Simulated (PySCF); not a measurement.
**MoH₆: fields on a plane**

All numbers come from PBE0/[Mo def2-TZVP with ECP28, H def2-TZVP], scalar-relativistic core potentials, density fitting, no spin–orbit coupling, PySCF.

The singlet minimum has Mo–H 1.628 Å (×3), Mo–H 1.680 Å (×3); H–Mo–H 60.6° (×3), H–Mo–H 63.6° (×3), H–Mo–H 114.7° (×6), H–Mo–H 117.5° (×3).

The plane holds Mo1 at (0.00, 0.00), H2 at (1.63, 0.00), H3 at (0.80, 1.42) Å. Columns run from x = -1.95 to 4.05 Å, rows from y = 3.75 (top) to -1.95 Å, in steps of 0.3 Å. Other isomers or separated fragments may lie lower. Core electrons replaced by a potential are absent, the electrostatic potential uses the reduced nuclear charge, and values within about 0.7 Å of such atoms have no physical meaning.

Give the electrostatic potential (V) (cut at 20 V). Lower edges of the bins (V): '_' -0.40, '.' -0.27, ':' -0.08, '-' 0.22, '=' 0.70, '+' 1.46, '*' 2.66, '#' 4.57, '%' 7.60, '@' 12.40; top 20.0, each point printed twice.


```
::::......................................
::::......................................
::::........________......................
::::......________........................
::::......____....::::::....____..........
::::::::......::--====--::..______........
::::----------==**####++--..________......
------====++++**%%@@@@**==..________......
--====++****####@@@@@@##==..________......
====++**##%%@@@@@@@@%%**==::..________....
==++**##@@@@@@@@@@@@##**++==--....____....
++**##%%@@@@@@@@@@@@%%%%%%##++--..........
++**##@@@@@@@@@@@@@@@@@@@@@@**==::........
++**##@@@@@@@@@@@@@@@@@@@@@@**==::........
++**##@@@@@@@@@@@@@@%%%%%%##++--..........
++**##%%@@@@@@@@@@@@##**++==--::..__......
++****##%%%%@@@@%%##**==--::..______......
++++****##########**++--::________........
==++++++********++++==--..________........
======++++++++======--::..................
```

Give the electron density (e/Å³) (cut at 5 e/Å³). Lower edges of the bins (e/Å³): '_' 0.000, '.' 0.030, ':' 0.076, '-' 0.151, '=' 0.268, '+' 0.455, '*' 0.750, '#' 1.218, '%' 1.960, '@' 3.136; top 5.00, each point printed twice.


```
__________________________________________
__________________________________________
__________________________________________
__________________________________________
__________________________________________
____________......::....__________________
______......::::--==--::..________________
____....::::--==++**++--..________________
____..::----==++**%%**==::..______________
__..::----==++++****++==::..______________
__..::--++**##%%##**++==--::..____________
__..::==**@@@@@@@@**++++++==::..__________
__..::==%%@@++++@@%%****##++--..__________
____::==%%@@++++@@%%****##++--..__________
____..--**@@@@@@@@**++++++==::..__________
____..::==**%%%%**++==----::..____________
______..::--========--::::..______________
________..::::------::::..________________
__________....::::::....__________________
______________........____________________
```
